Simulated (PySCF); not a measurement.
**TDDFT excited states: ClO3Tc**

Species: TcO3Cl (singlet state).
Bonds: Tc1–O2, Tc1–O3, Tc1–O4, Tc1–Cl5.

Theory: TDDFT wB97X-D/def2-SVPD, vertical, gas phase, core orbitals frozen in the response, def2 core potentials past Kr in PySCF. Isolated species at its PBE0-D3(BJ)/def2-SVP geometry, gas phase. Spin–orbit coupling is left out.

Problem. List the vertical singlet excitations with oscillator strengths and describe the spectrum.

Solution. 

| state | E (eV) | λ (nm) | ν̃ (cm⁻¹) | f | symmetry | main configurations (H = HOMO, L = LUMO) |
| --- | --- | --- | --- | --- | --- | --- |
| S1 | 4.02 | 308.4 | 32420 | 0.0002 | – | H-2→L/L+1 (≥59%), H-1/H→L/L+1 (≥20%) |
| S2 | 4.02 | 308.4 | 32430 | 0.0002 | – | H-2→L/L+1 (≥59%), H-1/H→L/L+1 (≥20%) |
| S3 | 4.39 | 282.5 | 35400 | 0.0000 | – | H-1/H→L/L+1 (≥62%) |
| S4 | 4.46 | 277.8 | 36000 | 0.013 | A1 | H-1/H→L/L+1 (≥35%), H-3→L/L+1 (≥13%) |
| S5 | 4.69 | 264.3 | 37840 | 0.0036 | E | H-5→L/L+1 (≥22%), H-2→L/L+1 (≥18%), H-1/H→L/L+1 (≥15%) |
| S6 | 4.69 | 264.2 | 37850 | 0.0036 | E | H-5→L/L+1 (≥22%), H-2→L/L+1 (≥18%), H-1/H→L/L+1 (≥15%) |
| S7 | 5.00 | 247.8 | 40360 | 0.0000 | – | H-2→L+2 (25%), H-3→L/L+1 (≥13%), H-4→L/L+1 (≥13%) |
| S8 | 5.09 | 243.8 | 41020 | 0.0010 | – | H-3→L/L+1 (≥22%), H-4→L/L+1 (≥22%), H-1/H→L/L+1 (≥19%) |
| S9 | 5.09 | 243.8 | 41020 | 0.0010 | – | H-4→L/L+1 (≥23%), H-3→L/L+1 (≥22%), H-1/H→L/L+1 (≥19%) |

Triplets (Tamm–Dancoff): T1 3.66 eV, H-2→L/L+1 (≥75%); T2 3.66 eV, H-2→L/L+1 (≥75%); T3 3.73 eV, H-1/H→L/L+1 (≥44%), H-2→L/L+1 (≥13%); T4 3.74 eV, H-1/H→L/L+1 (≥43%), H-4→L/L+1 (≥14%).

The lowest singlet level (S1/S2) comes at 308 nm (388 kJ/mol) in the ultraviolet; it is dark (f under 0.0005). The strongest level in the table is S4 at 4.46 eV (278 nm, f = 0.013). S1/S2, S5/S6 and S8/S9 lie within about 0.01 eV of each other in each set; the point group C3v has degenerate representations, and within a degenerate level the listed configurations can mix freely. For S1 the Löwdin share of technetium is at most 2% in HOMO-2 and 52% in LUMO (ligand-to-metal charge transfer by this measure). Of the 9 states listed, 1 reaches f = 0.01 and 4 stay under 0.0005. The listed states span 1.07 eV, and the widest gap between neighbours is 0.37 eV (S2 to S3). Weighted by f, the mean energy of these states is 4.59 eV. No computed singlet lies in the visible range (380 to 750 nm); the lowest, at 308 nm, stands 0.76 eV above its violet end (3.26 eV). The vertical ionisation energy (ΔSCF) is 12.62 eV, 7.53 eV above S9. Symmetry labels in C3v follow from the direction of the transition dipole and are given only for states with f of 0.002 or more. Orbitals of the list HOMO-3 to LUMO+2 that lie within 0.01 eV of each other are written together with a slash and their weights summed (≥ marks a lower bound); for degenerate orbitals outside that list single weights are arbitrary. The window holds the lowest 10 singlets. The highest level found (5.23 eV, f 0.0012 so far) is left out, since the window may have cut off a degenerate partner.
